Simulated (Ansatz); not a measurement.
Start from `C[SiH2]BO` and change one atom or group to get `C[SiH2]BN`.

Ansatz, PBE0-D4/def2-TZVP geometries, multiplicity 1. Each molecule was computed in one conformer, which needn't be the lowest.

```tsv
property	`C[SiH2]BO`
LUMO energy (PBE/def2-TZVPP) / eV	-1.87
size of the dipole moment (B3LYP/def2-TZVPP) / D	1.77
size of the dipole moment (ωB97M-V/def2-TZVPP) / D	1.81
HOMO–LUMO gap (B3LYP/def2-TZVPP) / eV	6.29
LUMO energy (ωB97M-V/def2-TZVPP) / eV	1.05
size of the dipole moment (PBE/def2-TZVPP) / D	1.81
```

(1) What does the change do to each property? (Best estimate.)

Answers

(1) The calculation gave: 
| property | `C[SiH2]BN` | shift |
| --- | --- | --- |
| LUMO energy (PBE/def2-TZVPP) / eV | -1.39 | 0.48 |
| size of the dipole moment (B3LYP/def2-TZVPP) / D | 1.98 | 0.21 |
| size of the dipole moment (ωB97M-V/def2-TZVPP) / D | 2.00 | 0.19 |
| HOMO–LUMO gap (B3LYP/def2-TZVPP) / eV | 6.72 | 0.43 |
| LUMO energy (ωB97M-V/def2-TZVPP) / eV | 1.40 | 0.35 |
| size of the dipole moment (PBE/def2-TZVPP) / D | 2.04 | 0.23 |

The zero-point energy changes by 33.9 kJ/mol with +3 modes. Dipoles are sizes alone; their direction can turn.

B3LYP here is the variant with VWN-RPA as its local correlation; programs differ in this.
